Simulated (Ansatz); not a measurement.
```yaml
crystal:
  periodic: [false, false, false]
  atoms:
    - {symbol: C, position_ang: [-0.684094, 0.109703, -0.646678]}
    - {symbol: C, position_ang: [-0.000201, -0.330955, -1.127707]}
    - {symbol: C, position_ang: [0.020421, -1.091779, -0.294188]}
    - {symbol: C, position_ang: [0.156428, -0.868650, 0.693510]}
    - {symbol: C, position_ang: [-0.780855, -0.426774, 0.852006]}
    - {symbol: C, position_ang: [-0.770762, 0.685198, 0.288415]}
    - {symbol: C, position_ang: [-0.154148, 1.099100, 0.284498]}
    - {symbol: C, position_ang: [0.648875, 0.624990, 0.200917]}
    - {symbol: C, position_ang: [0.695290, 0.334177, -0.919383]}
    - {symbol: C, position_ang: [0.824440, -0.188755, 0.925449]}
    - {symbol: H, position_ang: [-0.808438, 0.553076, -1.336819]}
    - {symbol: H, position_ang: [-1.551649, -0.627579, -0.912481]}
    - {symbol: H, position_ang: [0.200761, -0.468327, -1.373105]}
    - {symbol: H, position_ang: [-0.321575, -1.526961, -0.460000]}
    - {symbol: H, position_ang: [0.815315, -1.263407, -0.373049]}
    - {symbol: H, position_ang: [0.162533, -1.183142, 1.231978]}
    - {symbol: H, position_ang: [-0.723892, -0.180684, 1.531164]}
    - {symbol: H, position_ang: [-1.155213, -0.690891, 0.798635]}
    - {symbol: H, position_ang: [-1.607238, 0.540878, 0.235111]}
    - {symbol: H, position_ang: [-0.161667, 1.942877, -0.222267]}
    - {symbol: H, position_ang: [-0.291185, 1.182371, 0.950788]}
    - {symbol: H, position_ang: [1.354476, 1.175310, 0.415529]}
    - {symbol: H, position_ang: [0.679565, 0.884586, -1.314648]}
    - {symbol: H, position_ang: [1.299871, 0.177264, -0.917082]}
    - {symbol: H, position_ang: [0.966144, 0.263067, 1.306227]}
    - {symbol: H, position_ang: [1.700041, -0.338782, 0.671061]}
basis:
  gaussian: {orbitals: cc-pVTZ-DK, fitting: {mean_field: cc-pVTZ-jkfit}}
hamiltonian: {xc: {name: BHLYP}, dispersion: d3bj}
accuracy: high
scf: {lower_state_search: off}
output: {forces: true}
```

```sh
$ ansatz run in.yaml --threads 4 --pin off --events-out ev --progress --plain --max-ram 66560MiB --backend cuda --devices 0, --max-vram 37GiB
```

Output, abridged:

```
Functional definition: BHLYP
1270 factors; integrals over basis functions are off by at most 4.9e-1 eV
mean field evaluation 1: about -10168.0714 eV, gradient 2.8e2 eV
mean field evaluation 2: about -9167.0110 eV, gradient 7.5e2 eV
mean field evaluation 4: about -10284.7208 eV, gradient 1.7e1 eV
mean field evaluation 8: about -10285.1594 eV, gradient 1.4e-1 eV
mean field evaluation 16: about -10285.1582 eV, gradient 3.1e-4 eV
mean field -10285.15824417 eV, -377.9725939426 hartree, gradient 9.9e-8 eV, S^2 0.000000; 0 other end points of the search recorded, 0 dependent functions left out
reference -10285.15827450 eV, -377.9725950570 hartree; 38, 38 occupied and 486, 486 virtual orbitals, 1270 factors
Total energy: -10286.72036852 eV, -378.0300009537 hartree
Relativity: scalar
Atom 0 at    -0.684094     0.109703    -0.646678 Å, force   -73.091013     9.463357    -8.017333 eV/Å
Atom 1 at    -0.000201    -0.330955    -1.127707 Å, force  -233.674472   114.891252   256.211862 eV/Å
Atom 2 at     0.020421    -1.091779    -0.294188 Å, force    49.087077    23.747244    -6.771512 eV/Å
Atom 3 at     0.156428    -0.868650     0.693510 Å, force    -5.628061   -16.471371   -20.549681 eV/Å
Atom 4 at    -0.780855    -0.426774     0.852006 Å, force   116.952992   110.993041    21.657417 eV/Å
Atom 5 at    -0.770762     0.685198     0.288415 Å, force  -191.718602  -113.143876     5.092206 eV/Å
Atom 6 at    -0.154148     1.099100     0.284498 Å, force   124.330056   170.712895   -14.684976 eV/Å
Atom 7 at     0.648875     0.624990     0.200917 Å, force    71.854966    -0.314608    -9.908995 eV/Å
Atom 8 at     0.695290     0.334177    -0.919383 Å, force    -5.247867    17.445471    14.911962 eV/Å
Atom 9 at     0.824440    -0.188755     0.925449 Å, force    35.684314   -31.583798   -16.788109 eV/Å
Atom 10 at    -0.808438     0.553076    -1.336819 Å, force    -9.543390    15.983032   -15.144888 eV/Å
Atom 11 at    -1.551649    -0.627579    -0.912481 Å, force    -3.906056     0.585010     0.765723 eV/Å
Atom 12 at     0.200761    -0.468327    -1.373105 Å, force   246.418650  -177.667747  -318.188628 eV/Å
Atom 13 at    -0.321575    -1.526961    -0.460000 Å, force   -57.732637   -74.220753   -26.421964 eV/Å
Atom 14 at     0.815315    -1.263407    -0.373049 Å, force    20.503663   -10.563266    -5.297489 eV/Å
Atom 15 at     0.162533    -1.183142     1.231978 Å, force     1.364626   -43.879653    58.346757 eV/Å
Atom 16 at    -0.723892    -0.180684     1.531164 Å, force    -0.875420    12.168080    37.344419 eV/Å
Atom 17 at    -1.155213    -0.690891     0.798635 Å, force  -166.810382  -115.565871   -24.766915 eV/Å
Atom 18 at    -1.607238     0.540878     0.235111 Å, force   -18.320220     4.998475     1.518214 eV/Å
Atom 19 at    -0.161667     1.942877    -0.222267 Å, force    -0.174189     6.354870    -3.007307 eV/Å
Atom 20 at    -0.291185     1.182371     0.950788 Å, force    -3.821562    16.414729    50.420928 eV/Å
Atom 21 at     1.354476     1.175310     0.415529 Å, force     8.845264     7.006707     0.238139 eV/Å
Atom 22 at     0.679565     0.884586    -1.314648 Å, force    -0.737650    42.839010   -30.028008 eV/Å
Atom 23 at     1.299871     0.177264    -0.917082 Å, force    70.161451   -19.906310    -3.206335 eV/Å
Atom 24 at     0.966144     0.263067     1.306227 Å, force    16.326813    53.984150    57.356749 eV/Å
Atom 25 at     1.700041    -0.338782     0.671061 Å, force     9.751649    -4.270069    -1.082237 eV/Å
Dipole moment:     0.279670    -0.215990     0.240882 e Å
Checks for a lower state left out: stability, starts, cluster_reference, orbital_swaps, neighbouring_geometries, increment
```

(1) Something in this input is off. What?

## Answers

(1) The geometry is squeezed to about two thirds of its size. Self-consistency was reached. The result belongs to that input, not to the molecule as meant.
